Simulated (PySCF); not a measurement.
## Structure from NMR data

Molecular formula: C₃H₄BBr. Simulated spectra:

¹H NMR (400 MHz, computed): δ 6.60 (br, 1H), 2.31 (s, 3H).

¹³C{¹H} NMR (computed): δ 142.2 (C), 96.1 (C), 7.5 (CH3).

Computational details: J: B3LYP/pcJ-1 (pcSseg-1 on Br), PBE0-D3(BJ)/def2-SVP structure, NMR shieldings at PBE0/pcSseg-1/GIAO, in PySCF (rapidly exchanging positions averaged, gas phase, non-relativistic, one computed conformer).

Chemical shifts δ = σref − σ; TMS for ¹H, ¹³C, all at this level.

Task: Deduce the structure.

Result: 
3 carbon signals for 3 carbons: no two carbons are equivalent. Carbon types of the structure: 2 × C, 1 × CH3, leaving 1 H on heteroatoms. δC 142.2, 96.1: alkyne carbon. δC 7.5: propargylic methyl carbon; a saturated carbon with 1 carbon neighbour and no heteroatom attached. δH 6.60: hydrogen on a boron bonded to C, Br. δH 2.31: hydrogen on a propargylic methyl carbon.

These data were computed for SMILES CC#CBBr.

The shifts were computed for this structure.

Relativistic effects, spin–orbit coupling among them, are left out; they matter for Br and for the light atoms bonded to it. Hydrogens on boron are broadened and split by ¹¹B (spin 3/2, 80 %) and 10B (spin 3). A carbon bonded to boron is broadened by the quadrupolar boron nucleus and is often missing from a measured spectrum. Shifts are as computed. Against solution values, carbons near 30 ppm lie about +2 ppm off and those near 130 ppm about +5 ppm. Of 1211 compounds with measured shifts, 218 miss one by over three times the rms of a fit or turn the order of signals round; such compounds aren't used in these exercises.
